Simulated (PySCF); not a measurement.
PySCF 2.14 output of an unrestricted TPSS calculation on a single atom or ion in aug-cc-pVDZ-PP with ECP28MDF, with a scalar-relativistic core potential:

```
SCF conv_tol = 1e-09
number electrons alpha = 9  beta = 6
    J. Tao, J. P. Perdew, V. N. Staroverov, and G. E. Scuseria.,  Phys. Rev. Lett. 91, 146401 (2003)
    J. P. Perdew, J. Tao, V. N. Staroverov, and G. E. Scuseria.,  J. Chem. Phys. 120, 6898 (2004)
    J. Tao, J. P. Perdew, V. N. Staroverov, and G. E. Scuseria.,  Phys. Rev. Lett. 91, 146401 (2003)
    J. P. Perdew, J. Tao, V. N. Staroverov, and G. E. Scuseria.,  J. Chem. Phys. 120, 6898 (2004)
cycle= 1 E= -94.1821920435933  delta_E= -0.00391  |g|= 0.0524  |ddm|= 0.171
cycle= 2 E= -94.18156193737  delta_E= 0.00063  |g|= 0.0689  |ddm|= 0.132
cycle= 3 E= -94.1833213496101  delta_E= -0.00176  |g|= 0.00168  |ddm|= 0.0786
cycle= 4 E= -94.1833226428555  delta_E= -1.29e-06  |g|= 0.00022  |ddm|= 0.00175
cycle= 5 E= -94.1833226652704  delta_E= -2.24e-08  |g|= 5.16e-06  |ddm|= 0.000255
cycle= 6 E= -94.1833226652826  delta_E= -1.22e-11  |g|= 1.27e-07  |ddm|= 8.81e-06
converged SCF energy = -94.1833226652826  <S^2> = 3.7511902  2S+1 = 4.0005951
```

The run itself started from symmetry-adapted Hartree-Fock orbitals and held the occupation by maximum overlap, on a logarithmic radial grid, so the iterations belong to that start.

**Question.** Which element, charge and spin multiplicity is this?

**Answer.** Ru⁺ (ruthenium, charge +1), multiplicity 4; the state was [Kr] 4d7, high-spin 4F determinant.

Energies and moments cover only the electrons outside the core potential.
